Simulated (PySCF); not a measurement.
Ionisation energy of Cl+ by level of theory

Cl+ [Ne] 3s2 3p4 (3P) → Cl(2+) [Ne] 3s2 3p3 (4S), as a difference of total energies. Calculation: PySCF 2.14, in 6-31G* (4s3p1d, 18 functions); the non-relativistic Hamiltonian (point nucleus). Correlated levels: valence: [Ne] frozen. The calculations carry no spin-orbit coupling.

```tsv
method	ionisation energy (eV)	error (eV)
UHF	22.497	-1.274
PBE	23.818	+0.047
B3LYP	23.964	+0.193
MP2 (valence)	22.863	-0.908
SCS-MP2 (valence)	22.888	-0.883
CCSD (valence)	22.859	-0.912
CCSD(T) (valence)	22.869	-0.902
```

Reference: 23.771 eV (measured; NIST levels, between the centres of gravity of the two terms).

Errors of the correlated levels include the incompleteness of this basis and the frozen core.
